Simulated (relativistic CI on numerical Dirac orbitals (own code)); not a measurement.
**Sn³⁺: calculation against measurement**

Computed by Dirac-Coulomb-Breit CI, KLI orbitals optimised for each configuration, model QED, valence Slater integrals scaled by 0.85, P86 correlation energy added to each configuration (own radial code, finite nucleus).

CI space (outside the closed core [Kr]): 4d10.5s, 4d10.5p, 4d10.5d, 4d10.5f, 4d10.5g, 4d10.6s, 4d9.5s2, 4d10.6p, 4d10.4f, 4d10.6d, 4d10.7s, 4d9.5s.4f, 4d10.7p, 4d9.5s.5p, 4d10.7d, 4d10.8s, 4d10.8p, 4d10.8d, 4d9.5s.6p, 4d9.5s.5d, 4d9.5s.6s. Double excitations out of closed p, d and f shells are left out; levels of such configurations are missing from the list, as are those of other unlisted configurations, and high levels can miss mixing partners.

```
Configuration  Term (tabulated)    J  Measured (cm⁻¹)  Computed  Error  Purity (%)
      4d10.5s                2S  1/2              0.0         0      0         100
      4d10.5p               2P°  1/2          69563.9     67404  -2160         100
      4d10.5p               2P°  3/2          76072.3     73457  -2616         100
      4d10.5d              2D †  3/2         165304.7    159713  -5592          99
      4d10.5d              2D †  5/2         165410.8    160315  -5095          99
      4d9.5s2                2D  5/2         169233.6    177370   8136          99
      4d10.6s                2S  1/2         174138.8    167796  -6343         100
      4d10.6p               2P°  1/2         197850.9    191255  -6596         100
      4d10.6p               2P°  3/2         200030.8    193286  -6745         100
      4d10.4f               2F°  7/2         210257.7    208100  -2158          99
      4d10.4f               2F°  5/2         210318.2    208216  -2102          99
      4d10.6d                2D  3/2         234795.7    228016  -6780         100
      4d10.6d                2D  5/2         235127.7    228309  -6819         100
      4d10.7s                2S  1/2         237615.7    230396  -7220         100
      4d10.5g                2G  9/2         258282.3    252378  -5905         100
      4d10.5g                2G  7/2         258282.7    252378  -5905         100
```

Measured levels from Moore, Atomic Energy Levels, vol. III, NSRDS-NBS 35 (1971 reprint of NBS Circular 467, 1958); pairs were made by configuration, J and term (by order where the table uses no LS term), so strongly mixed levels may be paired wrongly. The analysis dates from before 1960.

Mean error by configuration (cm⁻¹): 4d10.5p -2388; 4d9.5s2 8136; 4d10.6s -6343; 4d10.6p -6670; 4d10.4f -2130; 4d10.6d -6799; 4d10.7s -7220; 4d10.5g -5905. Over the excited levels the mean absolute error is 5345 cm⁻¹ (15 of the 15 excited levels that our extract of the source holds in range could be paired), and the median relative error of those above 1,000 cm⁻¹ is 3 %. † marks terms whose computed intervals miss the measured ones by more than a factor of 2.5, or configurations far off the rest, from wrong mixing, a near crossing or a doubtful label or measurement; they are left out of the means.
